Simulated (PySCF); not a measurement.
SnMe3(OSiMe3), C6H18OSiSn.
SMILES: `C[Si](C)(C)[O][Sn]([CH3])([CH3])[CH3]`

Method used: TDDFT B3LYP/def2-SVPD, vertical, gas phase, core orbitals frozen in the response, def2 core potentials past Kr (PySCF). Geometry: PBE0-D3(BJ)/def2-SVP; no solvent, vibrations or thermal averaging. Spin–orbit coupling is left out.

A / s⁻¹ = 0.6670 f (ν̃ / cm⁻¹)² and τ = 1/A in vacuum; |μ| follows from f = (2/3) ΔE |μ|² (atomic units, 1 au = 2.5417 D); ∫σ dE = 109.76 f Mb·eV.

These lifetimes count emission to the ground state at the vertical energy alone; relaxation of the geometry and all other decay channels are left out.

Energies and rates of the computed singlets with f of 0.002 or more:

| state | ν̃ (cm⁻¹) | A (s⁻¹) |
| --- | --- | --- |
| S1 | 49250 | 1.24×10⁸ |
| S2 | 50720 | 1.35×10⁸ |
| S4 | 54440 | 7.65×10⁷ |
| S5 | 55600 | 6.72×10⁷ |
| S6 | 55790 | 7.81×10⁷ |
| S7 | 56360 | 2.74×10⁷ |
| S8 | 57600 | 4.17×10⁷ |
| S9 | 57960 | 8.31×10⁶ |

Q: Which f and |μ| stand behind these rates?

A: f = A / (0.6670 ν̃²), and |μ| follows from f:

| state | f | \|μ\| (D) | τ | main configurations (H = HOMO, L = LUMO) |
| --- | --- | --- | --- | --- |
| S1 | 0.076 | 1.82 | 8.1 ns | H→L (95%) |
| S2 | 0.079 | 1.82 | 7.4 ns | H-1→L (96%) |
| S4 | 0.039 | 1.23 | 13 ns | H-1→L+1 (57%), H-2→L (35%) |
| S5 | 0.033 | 1.12 | 15 ns | H-3→L (76%), H-2→L (9%) |
| S6 | 0.038 | 1.20 | 13 ns | H-2→L (53%), H-1→L+1 (24%), H-3→L (11%) |
| S7 | 0.013 | 0.70 | 37 ns | H→L+2 (77%), H→L+1 (13%) |
| S8 | 0.019 | 0.83 | 24 ns | H→L+3 (72%), H-1→L+2 (12%) |
| S9 | 0.0037 | 0.37 | 120 ns | H-1→L+2 (63%), H→L+3 (21%) |

Q: Suppose S1 emitted 0.3 eV lower with the same transition dipole. How would A change?

A: At fixed |μ|, A goes as the cube of the energy: (5.81/6.11)³ = 0.86, which makes τ about 9.4 ns.

Q: What is the integrated cross-section of all computed states together?

A: Σf = 0.300 over S1 to S10, so 109.76 × Σf ≈ 32.9 Mb·eV.

Q: Which computed singlets stay under f = 0.002?

A: S3 (6.58 eV, f 0.0001) and S10 (7.26 eV, f 0.0003).
